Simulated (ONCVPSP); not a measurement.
# u(r) = r·R(r): atom against pseudo-atom (bromine)

Columns: radius, all-electron u(r) and pseudo u(r) of the 4p shell (level -8.01 eV) of bromine in the configuration [Ar] 3d10 4s1.75 4p5.25; PBE, scalar-relativistic, ONCV scheme, ONCVPSP 4.0.1.

```json
{"r (bohr)": "0.085", "all-electron": "0.2033", "pseudo": "0.0050"}
{"r (bohr)": "0.170", "all-electron": "0.0875", "pseudo": "0.0195"}
{"r (bohr)": "0.255", "all-electron": "-0.1494", "pseudo": "0.0420"}
{"r (bohr)": "0.340", "all-electron": "-0.3032", "pseudo": "0.0716"}
{"r (bohr)": "0.425", "all-electron": "-0.3377", "pseudo": "0.1080"}
{"r (bohr)": "0.510", "all-electron": "-0.2813", "pseudo": "0.1516"}
{"r (bohr)": "0.595", "all-electron": "-0.1714", "pseudo": "0.2020"}
{"r (bohr)": "0.680", "all-electron": "-0.0375", "pseudo": "0.2577"}
{"r (bohr)": "0.765", "all-electron": "0.1008", "pseudo": "0.3159"}
{"r (bohr)": "0.850", "all-electron": "0.2318", "pseudo": "0.3740"}
{"r (bohr)": "0.935", "all-electron": "0.3493", "pseudo": "0.4307"}
{"r (bohr)": "1.020", "all-electron": "0.4507", "pseudo": "0.4863"}
{"r (bohr)": "1.105", "all-electron": "0.5351", "pseudo": "0.5413"}
{"r (bohr)": "1.190", "all-electron": "0.6035", "pseudo": "0.5953"}
{"r (bohr)": "1.275", "all-electron": "0.6569", "pseudo": "0.6457"}
{"r (bohr)": "1.360", "all-electron": "0.6967", "pseudo": "0.6887"}
{"r (bohr)": "1.445", "all-electron": "0.7244", "pseudo": "0.7207"}
{"r (bohr)": "1.530", "all-electron": "0.7417", "pseudo": "0.7407"}
{"r (bohr)": "1.615", "all-electron": "0.7498", "pseudo": "0.7497"}
{"r (bohr)": "1.700", "all-electron": "0.7505", "pseudo": "0.7505"}
{"r (bohr)": "1.785", "all-electron": "0.7449", "pseudo": "0.7449"}
{"r (bohr)": "1.870", "all-electron": "0.7342", "pseudo": "0.7341"}
{"r (bohr)": "1.955", "all-electron": "0.7193", "pseudo": "0.7193"}
{"r (bohr)": "2.040", "all-electron": "0.7013", "pseudo": "0.7012"}
{"r (bohr)": "2.125", "all-electron": "0.6807", "pseudo": "0.6807"}
{"r (bohr)": "2.210", "all-electron": "0.6583", "pseudo": "0.6583"}
```

Problem. How many radial nodes do the two functions have?

Solution. The all-electron 4p function has n − l − 1 = 2; the pseudo-wave has 0, since the states of the same l below it are removed with the core.

Problem. At about which radius was the pseudo-wave matched?

Solution. 1.70 bohr, where the columns begin to agree (steps of 0.09 bohr).

Problem. Where does each function peak?

Solution. Outermost all-electron maximum near 1.70 bohr, pseudo maximum near 1.70 bohr (to the table’s step).

Problem. Is the pseudo-wave norm-conserving?

Solution. Yes: the ONCV scheme keeps the norm inside the radius equal to the all-electron one, which fixes the energy derivative of the logarithmic derivative at the level.
